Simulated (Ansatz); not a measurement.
This geometry of ClGeH3 (5 atoms, charge 0, multiplicity 1) is a first-order saddle point.

Computed with RKS revPBE-D4/def2-SVP (Ansatz).

```xyz
5
Properties=species:S:1:pos:R:3
Ge 0.308 0.027 -0.490
H 0.511 0.139 1.271
H 1.601 -0.118 0.393
H -0.569 1.225 -0.023
Cl -0.891 -1.820 -0.472
```

Question: Which two structures does it join? (They come from a converged band through this point; their orientation in space is the band's.)

Answer: Bonds broken: Ge1–H2, Ge1–H3. Bonds formed: H2–H3. ClGeH3 becomes ClGeH + H2.

Image 0:

```xyz
5
Properties=species:S:1:pos:R:3
Ge 0.268 0.019 0.189
H 0.241 -0.037 1.737
H 1.718 -0.037 -0.352
H -0.487 1.262 -0.344
Cl -0.779 -1.754 -0.551
```

Image 6:

```xyz
5
Properties=species:S:1:pos:R:3
Ge 0.125 0.093 -0.969
H 1.026 0.200 1.315
H 1.622 -0.091 0.909
H -0.758 1.016 0.036
Cl -1.054 -1.765 -0.612
```

Question: How far does it lie above each of them?

Answer: 213.6 kJ/mol above the first and 106.6 kJ/mol above the second. This is the barrier of this one path; another mechanism may lie lower. The orbitals stay closed-shell, which can raise the energy where a bond breaks towards radicals; this wasn't checked here.

Time of the run: 66 s on 1 thread of Arm Neoverse V1 (shared host), peak memory 0.11 GiB.
